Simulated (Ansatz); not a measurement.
Job for Ansatz (a first-principles code): U-r2SCAN/cc-pVTZ on GeH2O (SMILES [OH][GeH]), a point of a bond scan (R = 2.191 Å).

Ansatz 0.2 input:
```yaml
crystal:
  periodic: [false, false, false]
  atoms:
    - {symbol: Ge, position_ang: [-0.23528061, -0.20095819, 0.24734314]}
    - {symbol: H, position_ang: [-1.82230876, 0.02751110, -1.24586477]}
    - {symbol: O, position_ang: [1.02522544, 0.68082931, -0.68889534]}
    - {symbol: H, position_ang: [0.73803318, 1.01574925, -1.54508087]}
basis:
  gaussian:
    orbitals: cc-pVTZ
hamiltonian:
  xc: {name: r2SCAN}
magnetization: {spin_polarized: true, initial_magnetization: 0}
```

The log:

```
WARN ansatz: RAYON_NUM_THREADS=1 ignored (pool sized by the plan → 1); use --threads N
Functional definition: r2SCAN
integrals: 0.03 GiB planned
644 factors; their error is unknown
mean field: 0.32 GiB planned
mean field evaluation 1: about -58590.8729 eV, gradient 4.3e1 eV
mean field evaluation 2: about -58518.1092 eV, gradient 1.2e2 eV
mean field evaluation 4: about -58596.5140 eV, gradient 8.4e0 eV
mean field evaluation 8: about -58597.1980 eV, gradient 1.7e-1 eV
mean field evaluation 16: about -58597.1889 eV, gradient 1.3e-5 eV
mean field -58597.18892730 eV, -2153.4069744771 hartree, gradient 1.3e-5 eV, S^2 0.000000; 2 other end points of the search recorded, 0 dependent functions left out
reference -58597.18893875 eV, -2153.4069748980 hartree; 21, 21 occupied and 80, 80 virtual orbitals, 644 factors
Total energy: -58597.18893875 eV, -2153.4069748980 hartree
```

Self-consistency was reached.

Cost: very roughly 4 core-seconds.
